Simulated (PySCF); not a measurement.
In2(mu-Cl)2(F)4, Cl₂F₄In₂, singlet, PBE0/def2-SVP optimised geometry.

```
8

In     0.80     1.61     0.00
In    -0.80    -1.61     0.00
Cl     0.00     0.00     1.76
F      2.74     1.61     0.00
F     -0.37     3.15     0.00
Cl     0.00     0.00    -1.76
F      0.36    -3.15     0.00
F     -2.74    -1.61     0.00
```

Density from PBE0/def2-TZVP, def2 effective core potentials past Kr (PySCF) at that geometry. The core electrons that the potentials of In replace are not part of the density.

Minimum of the electron density along straight lines between bonded atoms, close to the bond critical point (lines longer than 1.1 times the sum of covalent radii, or with two minima, are not listed):

```
bond     length / Å  ρ at the minimum / e bohr⁻³  ∇²ρ there / e bohr⁻⁵  position (fraction from the first atom)
-------  ----------  ---------------------------  --------------------  ---------------------------------------
In1–Cl3       2.519                        0.058                  0.15                                     0.47
In2–Cl3       2.519                        0.058                  0.15                                     0.47
In1–F4        1.935                        0.118                  0.62                                     0.52
In1–F5        1.935                        0.118                  0.62                                     0.52
In1–Cl6       2.519                        0.058                  0.15                                     0.47
In2–Cl6       2.519                        0.058                  0.15                                     0.47
In2–F7        1.935                        0.118                  0.62                                     0.52
In2–F8        1.935                        0.118                  0.62                                     0.52
```
